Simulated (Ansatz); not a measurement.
Isolated molecules relaxed with PBE0-D4/def2-TZVP in Ansatz; ΔE leaves out vibrations. CCSD(T)/CBS is the MP2 limit (def2-TZVPP, def2-QZVPP) plus CCSD(T) − MP2 in def2-TZVPP, frozen cores. This one scheme is used for every species. DFT in def2-TZVPP. HSE06 is defined as in plane-wave codes.

Reaction (formal exchange of groups at a C–Si bond): `F[CH]([AlH2])[SiH3]` + CH₄ → `C[CH](F)[AlH2]` + SiH₄

Is it downhill or uphill in electronic energy at CCSD(T)/CBS, and by how much? (Estimate.)

Ansatz gave: Uphill: ΔE = +0.35 eV.

What do these levels give: r2SCAN-D4, HSE06-D4, B2PLYP, HSE06, LC-ωPBE, CCSD(T)/def2-SVP, HF/def2-TZVPP, CCSD(T)/def2-TZVPP, HF/def2-QZVPP, HF/CBS(def2), MP2/CBS(def2), CCSD/CBS(def2)? (Best estimate.)

Computed: r2SCAN-D4 0.39, HSE06-D4 0.36, B2PLYP 0.34, HSE06 0.34, LC-ωPBE 0.33, CCSD(T)/def2-SVP 0.21, HF/def2-TZVPP 0.24, CCSD(T)/def2-TZVPP 0.32, HF/def2-QZVPP 0.24, HF/CBS(def2) 0.24, MP2/CBS(def2) 0.37, CCSD/CBS(def2) 0.33 eV.

Largest T1 diagnostic among the species: 0.012.

In def2-TZVPP, CCSD(T) changes the Hartree–Fock value by +0.08 eV (the triples alone add +0.02 eV) and MP2 by +0.10 eV. From BLYP to BHLYP (50 % exact exchange), in def2-TZVPP and without D4, ΔE moves by −0.05 eV. At CCSD(T), def2-SVP lies −0.14 eV from the extrapolated value and def2-TZVPP −0.03 eV.
